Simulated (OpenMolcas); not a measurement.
Nb3+ among 6 point charges of -1.36 e arranged as a trigonal prism (D3h), 1.89 Å from the ion, with a polar angle of 54.0° against the regular 49.1°. The active orbitals were held to one l.
```
   1.5292    0.0000    1.1106  -1.36
  -0.7646    1.3244    1.1106  -1.36
  -0.7646   -1.3244    1.1106  -1.36
   1.5292    0.0000   -1.1106  -1.36
  -0.7646    1.3244   -1.1106  -1.36
  -0.7646   -1.3244   -1.1106  -1.36
```

```json
{
 "Program": "OpenMolcas 26.06",
 "Method": "CASSCF",
 "Basis": "ANO-RCC-VDZP [6s5p3d1f]",
 "Scalar Hamiltonian": "DKH2, point nucleus",
 "Active space": "2 electrons in 5 orbitals (4d)",
 "State averaging": "2S+1 = 3 even, 10 roots; 2S+1 = 1 even, 15 roots",
 "Spin-orbit coupling": "state interaction with AMFI integrals over the reference wave functions"
}
```

**Question.** What is the spin-free ground state (labels of D3, the rotations of D3h)?

**Answer.** 3E, 2-fold in its orbital part, 100 % from free-ion F terms; it has the highest spin that d2 allows.

**Question.** Where is the first state of the same spin?

**Answer.** 3E at 9030 cm-1 above the ground state.

**Question.** What are the lowest two levels with spin-orbit coupling?

**Answer.** A 2-fold level E with g = 0.00, 0.00, 0.01, then a 2-fold level E 562.5 cm-1 above it. Their leading multiplicities are 3 (100 %) and 3 (100 %).

**Question.** What is χT at 300 K, and how does it compare with the textbook value?

**Answer.** The lowest level has 2S+1 = 3, for which the spin-only value is χT = S(S+1) / 2 = 1.000 cm3 K/mol (g = 2). The computed 0.339 at 300 K differs by -0.661, through orbital momentum, spin-orbit coupling and any other state in reach.

An orbital doublet at a regular site is open to a Jahn-Teller distortion, which this geometry leaves out. Without dynamic correlation the repulsion within the d shell is too large (B by tens of per cent), so at a given field states of lower spin stand too high. This is an electrostatic model: the charges have no orbitals. An unlabelled pair can be two single states that coincide in this model. No measured value stands beside these numbers.

With an even number of electrons the g values are those of a degenerate or nearly degenerate non-Kramers pair.
